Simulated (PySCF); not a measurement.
# Telling isomers of C4H7F3OSi2 apart by NMR

PySCF 2.14 calculation with coordinates at the GFN2-xTB level and shieldings: GIAO PBE0/pcSseg-1; gas phase, averaged over atoms made equivalent by symmetry, fast rotation or ring inversion, a single conformation, non-relativistic Hamiltonian.

References, each an isolated molecule treated in the same way: 1H (σ = 31.72 ppm) and 13C (σ = 186.93 ppm) vs TMS. Splittings of carbon signals by F and P are missing where no couplings were computed. Where no couplings were computed, multiplicities follow the n + 1 count of equivalent neighbours, and m marks all less simple cases (inequivalent or close neighbours, rings, F or P nearby). Shifts are as computed. Against solution values, carbons near 30 ppm lie about +3 ppm off and those near 130 ppm about +5 ppm. Of 1211 compounds with measured shifts, 218 miss one by over three times the rms of a fit or turn the order of signals round; such compounds aren't used in these exercises.

(1) Tabulate the signals of `O=C/C(=C\C(F)(F)F)[SiH2][SiH3]`, `O=C/C([SiH3])=C/C(F)(F)[SiH2]F` and their relative energies.

(2) What is the quickest way to tell O=C/C(=C\C(F)(F)F)[SiH2][SiH3] from O=C/C([SiH3])=C/C(F)(F)[SiH2]F?

## Answers

(1) 
```json
{"SMILES": "O=C/C(=C\\C(F)(F)F)[SiH2][SiH3]", "carbon types": "2×C 2×CH", "δC": "206.1, 163.5, 144.2, 130.5", "δH": "10.70 (s, 1H), 7.04 (m, 1H), 4.14 (q, 2H), 3.84 (t, 3H)", "E rel. (kcal/mol)": "23.8"}
{"SMILES": "O=C/C([SiH3])=C/C(F)(F)[SiH2]F", "carbon types": "2×C 2×CH", "δC": "199.5, 165.5, 152.0, 133.1", "δH": "9.96 (s, 1H), 7.24 (m, 1H), 5.26 (m, 2H), 4.25 (s, 3H)", "E rel. (kcal/mol)": "0.0"}
```

Energies are electronic energies at PBE0/pcSseg-1 on these geometries, without zero-point or thermal terms, each for the one conformer computed, which needn't be the lowest.

(2) Both give the same number of carbon signals, with the same numbers of each carbon type, so the positions decide. The first has a β carbon of a C=C–C=O unit (CH) at 144.2 ppm, the second a β carbon of a C=C–C=O unit (CH) at 165.5 ppm. Their most deshielded carbons lie at 206.1 and 199.5 ppm. In the proton spectra the most deshielded non-exchanging signals are 10.70 (s, 1H) and 9.96 (s, 1H).
